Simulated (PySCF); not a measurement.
Compound: MoO4 (charge -2 and singlet state).
Numbering: `[O:1]=[Mo:2](=[O:3])([O-:4])[O-:5]`

A GFN2-xTB structure was refined with PBE0-D3(BJ)/def2-SVP geometry optimisation, gas phase, def2 core potentials past Kr in PySCF. Its GFN2-xTB values:

| coordinate | GFN2-xTB |
| --- | --- |
| O1=Mo2 | 1.736 Å |
| Mo2–O5 | 1.714 Å |
| O1–Mo2–O3 | 109.3° |

Task: How do these coordinates change at the PBE0-D3(BJ)/def2-SVP level?

Result: 
```json
{"coordinate": "Mo2–O5", "PBE0-D3(BJ)/def2-SVP (Å or °)": "1.766", "change": "+0.052"}
{"coordinate": "O1=Mo2", "PBE0-D3(BJ)/def2-SVP (Å or °)": "1.766", "change": "+0.030"}
{"coordinate": "O1–Mo2–O3", "PBE0-D3(BJ)/def2-SVP (Å or °)": "109.6", "change": "+0.3"}
```

The energy falls by 0.151 eV over 8 energy and gradient evaluations, the largest force component goes from 0.0415 to 1.5e-04 Eh/bohr, and the atoms move by 0.035 Å rms after alignment. The bond that changes most is Mo2–O5 (ends: molybdenum bonded to 4 O; oxygen bonded to Mo), which lengthens by 0.052 Å. Bonds longer at the end by more than 0.005 Å: 4 of 4; shorter: 0.

The run used 87 basis functions and 57 SCF cycles in all. The run took 46 s on one thread, Arm Neoverse N1 (aarch64) (shared host), and the process peaked at 0.37 GiB of memory.

Stationary, but not proved a minimum. Whether so highly charged an anion holds all its electrons in the gas phase wasn't checked; a finite basis holds them in any case. No counter-ion or solvent screens the charge of this multiply charged ion.
